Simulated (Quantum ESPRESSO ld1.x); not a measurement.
Q: All-electron atom: Pm I in [Xe] 4f5 6s2. Method: Dirac Kohn-Sham, revPBE, spin-unpolarised, spherical densities, point nucleus; open shells fill j = l - 1/2 first; computed with ld1.x of Quantum ESPRESSO 7.5. Some entries of the table are withheld. Estimate them.

orbital,occ.,eigenvalue (eV),<r> (bohr),<r^2> (bohr^2)
1s1/2,2,-44982.2,0.02318,0.0007315
2s1/2,2,-7309.78,(1),0.01150
2p1/2,2,(2),(3),0.008390
2p3/2,4,(4),(5),0.009637
3s1/2,2,-1593.72,0.2601,0.07743
3p1/2,2,-1427.33,0.2498,0.07254
3p3/2,4,-1314.67,0.2624,0.07982
3d3/2,4,-1025.96,0.2339,0.06447
3d5/2,6,-1001.55,0.2378,0.06652
4s1/2,2,-316.727,0.5929,0.3969
4p1/2,2,-253.452,0.6082,0.4210
4p3/2,4,-228.895,0.6367,0.4612
4d3/2,4,(6),0.6826,0.5411
4d5/2,6,(7),0.6929,0.5573
5s1/2,2,-41.7367,1.442,2.341
5p1/2,2,-24.8964,(8),3.020
5p3/2,4,-21.6408,(9),3.383
6s1/2,2,-3.4918,4.408,22.08
4f5/2,5,-2.2202,1.063,1.611
4f7/2,0,-1.7546,1.088,1.714

A: 
(1) 2s1/2 <r> (bohr): 0.09844
(2) 2p1/2 eigenvalue (eV): -6921.22
(3) 2p1/2 <r> (bohr): 0.08245
(4) 2p3/2 eigenvalue (eV): -6361.00
(5) 2p3/2 <r> (bohr): 0.08897
(6) 4d3/2 eigenvalue (eV): -124.936
(7) 4d5/2 eigenvalue (eV): -120.573
(8) 5p1/2 <r> (bohr): 1.630
(9) 5p3/2 <r> (bohr): 1.724
